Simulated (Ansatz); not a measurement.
Ansatz (an electronic-structure program) input (RI-MP2/cc-pVTZ):
A basis named .json is the Basis Set Exchange file of that set.

Ansatz 0.2 input:
```yaml
crystal:
  periodic: [false, false, false]
  atoms:
    - {symbol: C, position_ang: [-1.67917050, -1.26128582, -0.12052071]}
    - {symbol: B, position_ang: [-0.58350960, -0.18097975, -0.11083365]}
    - {symbol: C, position_ang: [-0.89939189, 1.27904890, -0.60047022]}
    - {symbol: C, position_ang: [0.85232697, -0.58777437, 0.40450922]}
    - {symbol: C, position_ang: [1.95037827, 0.47687514, 0.40352773]}
    - {symbol: H, position_ang: [-1.50828883, -2.28305913, 0.20901890]}
    - {symbol: H, position_ang: [-2.69479856, -1.07352471, -0.45740140]}
    - {symbol: H, position_ang: [-0.23216875, 1.55874533, -1.42445218]}
    - {symbol: H, position_ang: [-0.68096636, 2.00492954, 0.19174408]}
    - {symbol: H, position_ang: [-1.92764841, 1.43631382, -0.92955878]}
    - {symbol: H, position_ang: [1.17799650, -1.46049025, -0.18014674]}
    - {symbol: H, position_ang: [0.73118337, -0.99733924, 1.41825699]}
    - {symbol: H, position_ang: [2.13209368, 0.86018711, -0.60303660]}
    - {symbol: H, position_ang: [1.67727327, 1.33132280, 1.02672766]}
    - {symbol: H, position_ang: [2.89801509, 0.08663032, 0.78074022]}
basis:
  gaussian:
    orbitals: cc-pVTZ
    fitting: {mean_field: def2-universal-jkfit, correlation: cc-pVTZ-RIFIT.json}
magnetization: {spin_polarized: true, initial_magnetization: 1}
correlation: {method: mp2, electrons: outside_noble_gas}
```

End of the output:

```
integrals: 0.40 GiB planned
555 factors; integrals over basis functions are off by at most 9.3e-1 eV
0.65 GiB of device memory are held for the factors and their scratch space
mean field: 0.99 GiB planned
mean field evaluation 1: about -4948.5218 eV, gradient 2.8e1 eV
mean field evaluation 2: about -4952.3159 eV, gradient 1.1e1 eV
mean field evaluation 4: about -4952.9871 eV, gradient 6.3e-1 eV
mean field -4952.99324164 eV, -182.0191443708 hartree, gradient 1.9e-6 eV, S^2 0.758624; 0 other end points of the search recorded, 0 dependent functions left out
5 core orbitals not correlated
705 factors; their error is unknown
reference -4952.99324164 eV, -182.0191443708 hartree; 15, 14 occupied and 270, 271 virtual orbitals, 705 factors
second order -21.08059805 eV of doubles, -0.00000000 eV of singles
Total energy: -4974.07383969 eV, -182.7938420604 hartree
```

It need not be the lowest isomer of its formula.
